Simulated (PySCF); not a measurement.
## Working out the ionisation energy of N⁺

N⁺ [He] 2s2 2p2 (3P) → N²⁺ [He] 2s2 2p1 (2P). Computed with PySCF 2.14 in x2c-QZVPPall with one added diffuse shell each of s, p, d, f type (8s5p4d3f1g, 73 functions), with the spin-free X2C one-electron Hamiltonian (Gaussian nucleus). Frozen: nothing. Energies in hartree (1 hartree = 27.21139 eV):

| part | N⁺ (lower) | N²⁺ (upper) |
| --- | --- | --- |
| UHF | -53.923362 | -52.850165 |
| MP2 opposite-spin | -0.083245 | -0.075754 |
| MP2 same-spin | -0.016103 | -0.005639 |

Question: What does Hartree-Fock give?

Answer: (-52.850165) − (-53.923362) = 1.073197 hartree = 29.203 eV.

Question: What do MP2 and SCS-MP2 (6/5 opposite-spin, 1/3 same-spin) give?

Answer: The opposite-spin parts differ by 0.204 eV and the same-spin parts by 0.285 eV. MP2: 29.203 + (0.204) + (0.285) = 29.692 eV. SCS-MP2: 29.203 + 1.2 × (0.204) + (0.285)/3 = 29.543 eV.

A first-order spin-orbit estimate adds -0.003 eV to MP2 (valence and next inner shell), giving 29.689 eV against 29.601 eV (semi-empirical (NIST evaluation); NIST Atomic Spectra Database, ionization energies).

What remains against the reference includes basis incompleteness and correlation beyond second order.
